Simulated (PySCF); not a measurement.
Simulated Si 2p region for `N[SiH2]B(O)O`, binding energy against the vacuum level.

Every computed line was given a Gaussian of 1.0 eV full width at half maximum and an area set by the number of equivalent atoms (split 2:1 within a doublet); the highest printed point is 100. Method: PySCF, delta-SCF UKS SCAN, pcX-2 on the ionised atom, pcseg-1 elsewhere, spin-free X2C.

| binding energy (eV) | intensity |
| --- | --- |
| 105.1 | 0 |
| 105.2 | 1 |
| 105.3 | 1 |
| 105.4 | 3 |
| 105.5 | 5 |
| 105.6 | 9 |
| 105.7 | 14 |
| 105.8 | 21 |
| 105.9 | 31 |
| 106.0 | 42 |
| 106.1 | 55 |
| 106.2 | 68 |
| 106.3 | 80 |
| 106.4 | 90 |
| 106.5 | 97 |
| 106.6 | 100 |
| 106.7 | 100 |
| 106.8 | 96 |
| 106.9 | 90 |
| 107.0 | 82 |
| 107.1 | 72 |
| 107.2 | 63 |
| 107.3 | 53 |
| 107.4 | 43 |
| 107.5 | 34 |
| 107.6 | 25 |
| 107.7 | 18 |
| 107.8 | 13 |
| 107.9 | 8 |
| 108.0 | 5 |
| 108.1 | 3 |
| 108.2 | 2 |
| 108.3 | 1 |
| 108.4 | 0 |
| 108.5 | 0 |
| 108.6 | 0 |

Task: Count the maxima, the lines and the sites behind this envelope.

Result: The curve has 1 maximum (at 106.6 eV). Under it lie 2 lines from 1 inequivalent silicon site, drawn as a 2p3/2, 2p1/2 pair. At this width some lines have no maximum of their own.

Task: Decompose the envelope and assign each component. Numbering: `[NH2:1][SiH2:2][B:3]([OH:4])[OH:5]`.

Result: 
| position (eV) | relative area | line | atoms | environment |
| --- | --- | --- | --- | --- |
| 106.50 | 0.67 | Si 2p3/2 | Si2 | SiH2 silicon |
| 107.13 | 0.33 | Si 2p1/2 | Si2 | SiH2 silicon |

No satellites, vibrations or lifetime broadening are included. The 2p values add to the ΔSCF energy of one spin-free hole a correction within the shell (spin–orbit coupling, ligand field). 2p1/2 minus 2p3/2 (ligand field included): Si 0.62 eV. The structure is a single PBE0-D3(BJ)/def2-SVP conformer in the gas phase; no vibrational or solvent corrections.

Shape of the structure used: `[NH2:1][SiH2:2][B:3]([OH:4])[OH:5]`: N1–Si2–B3–O4 99°, H–N1–Si2–B3 -53°, H–N1–Si2–B3 173°, H–O4–B3–Si2 -178°, H–O5–B3–Si2 -1°.
